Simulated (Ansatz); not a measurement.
Reactions of `CO[Si](N)(O)F`.

Calculated with Ansatz (gas phase, PBE0-D4/def2-TZVP geometries, no zero-point term in ΔE). CCSD(T)/CBS is the MP2 limit (def2-TZVPP, def2-QZVPP) plus CCSD(T) − MP2 in def2-TZVPP, frozen cores. This one scheme is used for every species. Open shells (•) are unrestricted, without spin–orbit coupling. One conformer a species, not always the lowest.

```tsv
reaction	HF/CBS(def2) (kJ/mol)
`CO[Si](N)(O)F` + HCl → `N[Si](O)(F)Cl` + CH₃OH	21
`CO[Si](N)(O)F` + SiH₄ → `CO[Si](N)(F)[SiH3]` + H₂O	160
`CO[Si](N)(O)F` + H₂ → `CO[SiH](N)O` + H–F	151
`CO[Si](N)(O)F` → `CON` + `O[Si]F`	569
`CO[Si](N)(O)F` + `O[SiH2]S[SiH](F)F` → `CO[SiH2]S[SiH](F)F` + `N[Si](O)(O)F`	2
`CO[Si](N)(O)F` → `CO[Si]N` + `OF`	878
`CO[Si](N)(O)F` → `N[SiH](O)F` + `C=O`	210
`CO[Si](N)(O)F` + H₂O → `N[Si](O)(O)F` + CH₃OH	-3
`CO[Si](N)(O)F` → `C[O]`• + `N[Si](O)F`•	417
`CO[Si](N)(O)F` → `CO[Si]F` + `NO`	582
```

Give the CCSD(T)/CBS values in the same order. (Estimate.)

Computed: 14, 127, 144, 552, -2, 835, 225, 3, 547, 565 kJ/mol.

Largest T1 diagnostic: 0.019, for `C[O]`•.
